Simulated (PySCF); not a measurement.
PySCF 2.14 output of an unrestricted B2PLYP calculation on a single atom or ion in aug-cc-pVTZ-DK (7s6p4d2f, 59 functions), with the spin-free X2C one-electron Hamiltonian (Gaussian nucleus):

```
SCF conv_tol = 1e-09
number electrons alpha = 18  beta = 16
    A. D. Becke.,  Phys. Rev. A 38, 3098 (1988)
    C. Lee, W. Yang, and R. G. Parr.,  Phys. Rev. B 37, 785 (1988)
    B. Miehlich, A. Savin, H. Stoll, and H. Preuss.,  Chem. Phys. Lett. 157, 200 (1989)
cycle= 1 E= -2429.34763976389  delta_E= -0.00587  |g|= 0.0389  |ddm|= 0.203
cycle= 2 E= -2429.34794600484  delta_E= -0.000306  |g|= 0.0192  |ddm|= 0.0597
cycle= 3 E= -2429.34801403855  delta_E= -6.8e-05  |g|= 0.00268  |ddm|= 0.0147
cycle= 4 E= -2429.34801980555  delta_E= -5.77e-06  |g|= 0.000579  |ddm|= 0.00665
cycle= 5 E= -2429.34802001899  delta_E= -2.13e-07  |g|= 8.07e-05  |ddm|= 0.0013
cycle= 6 E= -2429.3480200328  delta_E= -1.38e-08  |g|= 1.13e-05  |ddm|= 0.000492
cycle= 7 E= -2429.34802003303  delta_E= -2.25e-10  |g|= 7.38e-07  |ddm|= 6.59e-05
converged SCF energy = -2429.34802003303  <S^2> = 2.0050561  2S+1 = 3.0033688
```

The run itself started from symmetry-adapted Hartree-Fock orbitals and held the occupation by maximum overlap, on a logarithmic radial grid, so the iterations belong to that start.

**Question.** Which element, charge and spin multiplicity is this?

**Answer.** Se (selenium, neutral), multiplicity 3; the state was [Ar] 3d10 4s2 4p4, high-spin 3P determinant. The SCF energy lacks the PT2 part of the double hybrid.
